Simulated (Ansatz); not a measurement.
Species: hydroxy(trimethyl)silane, C$_{3}$H$_{10}$OSi, charge 0, multiplicity 1. 
Coordinates optimised at B3LYP-D3(BJ)/def2-TZVP (Ansatz, an electronic-structure program):
```xyz
15

Si    -0.0066    -0.0066     0.0338
C      1.8101     0.2824    -0.3267
C     -0.6654    -1.3271    -1.1220
C     -0.9803     1.5752    -0.1366
O     -0.2151    -0.4691     1.6190
H      1.9566     0.6240    -1.3546
H      2.3940    -0.6331    -0.2001
H      2.2264     1.0396     0.3411
H     -0.5693    -1.0183    -2.1661
H     -1.7212    -1.5271    -0.9271
H     -0.1200    -2.2676    -1.0078
H     -2.0356     1.4096     0.0894
H     -0.9111     1.9708    -1.1527
H     -0.6065     2.3388     0.5485
H      0.2134    -1.2748     1.9158
```
Charge 0, spin multiplicity 1.

Quantity: atomisation energy (electronic, to ground-state atoms), in kJ/mol. Correlated levels leave the core frozen unless marked. Open shells are spin-unrestricted. No spin-orbit coupling. Non-relativistic unless marked X2C. The coupled-cluster limit lacks core correlation, which all-electron functionals hold. Basis-set limits of correlation are two-point, X^-3; Hartree-Fock from the larger set.

```
level                                        program  atomisation energy (kJ/mol)
------------------------------------  --------------  ---------------------------
BLYP-D3(BJ)/def2-TZVPD                Ansatz + dftd3                            ?
PBE0/STO-3G                                   Ansatz                       6810.2
PBE0/6-31G*                                   Ansatz                            ?
wB97M-V/def2-TZVPD                            Ansatz                            ?
RPA@PBE/cc-pV(T+d)Z                           Ansatz                       5417.8
SCS-MP2/STO-3G                                Ansatz                       5865.7
SCS-MP2/aug-cc-pV(T+d)Z                       Ansatz                       5716.5
CCSD/aug-cc-pV(T+d)Z                          Ansatz                            ?
X2C-CCSD(T)/cc-pVTZ-DK                        Ansatz                       5622.6
CCSD(T)/CBS(cc-pV(T+d)Z,cc-pV(Q+d)Z)          Ansatz                       5778.0
```

What belongs in the gaps?


- BLYP-D3(BJ)/def2-TZVPD, atomisation energy (kJ/mol): 5720.3
- PBE0/6-31G*, atomisation energy (kJ/mol): 5694.8
- wB97M-V/def2-TZVPD, atomisation energy (kJ/mol): 5774.7
- CCSD/aug-cc-pV(T+d)Z, atomisation energy (kJ/mol): 5606.8
